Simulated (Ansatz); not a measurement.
Consider the substitution at a C–B bond: `CBO[SiH](O)F` + `[OH][Sn]([OH])([F])[F]` → `C[O][Sn]([OH])([F])[F]` + `BO[SiH](O)F`.

Computed with Ansatz on PBE0-D4/def2-TZVP structures; ΔE is electronic, products minus reactants. CBS: MP2 limit from def2 TZ/QZ plus the TZ coupled-cluster correction, frozen cores. Functionals use def2-TZVPP. B3LYP here is the variant with VWN-RPA as its local correlation; programs differ in this. def2 core potentials past Kr. For Sn outer-core shells are correlated without core-valence functions, which leaves a few kJ/mol of doubt a bond. One conformer a species, not always the lowest.

```csv
level,ΔE (kJ/mol),difference from CCSD(T)/CBS
PBE-D4,120.6,2.2
PBE0-D4,122.3,3.9
ωB97X-V,115.1,-3.3
ωB97M-V,120.8,2.4
B2PLYP,116.8,-1.6
PBE,121.4,3.0
r2SCAN,122.7,4.3
PBE0,123.1,4.7
B3LYP,115.2,-3.2
HF/def2-TZVPP,107.0,-11.4
MP2/def2-TZVPP,121.8,3.4
SCS-MP2/def2-TZVPP,113.9,-4.5
HF/def2-QZVPP,106.1,-12.3
SCS-MP2/def2-QZVPP,114.8,-3.6
HF/CBS(def2),106.0,-12.4
CCSD/CBS(def2),118.2,-0.2
CCSD(T)/CBS,118.4,0
```

Largest T1 diagnostic among the species: 0.015.

In def2-TZVPP, CCSD(T) changes the Hartree–Fock value by +9.9 kJ/mol (the triples alone add +0.2 kJ/mol) and MP2 by +14.8 kJ/mol.
